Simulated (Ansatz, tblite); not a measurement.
Forces on the cluster Ge₃O₄⁺ at its r2SCAN-D4/def2-SVP geometry. Charge 1, multiplicity 2.

The xTB rows come from tblite. Another isomer (doublet) lies 1.15 eV lower at PBE0-D4/def2-TZVP; other spin states weren't run for this one.

GFN1-xTB (tblite), largest force 1.02 eV/Å:

```xyz
7
positions Å, forces eV/Å
Ge   -0.214   -1.694    0.432    0.009    0.087   -0.057
Ge    0.245    2.980   -1.996    0.001   -0.384    0.551
Ge    0.218    0.843    0.859    0.019   -0.150    0.413
O    -0.482   -3.269    0.160    0.156    0.911    0.171
O     1.239   -0.593    0.479    0.007   -0.504   -0.106
O    -1.236   -0.214    0.732   -0.177   -0.475   -0.087
O     0.230    1.946   -0.668   -0.015    0.516   -0.884
```

GFN2-xTB (tblite), largest force 2.38 eV/Å:

```
Ge -0.272 -1.573 -0.319
Ge -0.012 -0.745 0.931
Ge 0.137 0.100 1.170
O 0.282 1.654 0.288
O -0.058 -0.427 -0.080
O -0.088 -0.423 -0.077
O 0.012 1.413 -1.912
```

PBE-D4/def2-TZVP (Ansatz), largest force 0.71 eV/Å:

```
Ge 0.075 0.406 0.110
Ge 0.006 0.283 -0.352
Ge 0.079 0.271 0.370
O -0.118 -0.689 -0.126
O 0.606 -0.188 -0.106
O -0.643 0.005 0.022
O -0.004 -0.089 0.082
```
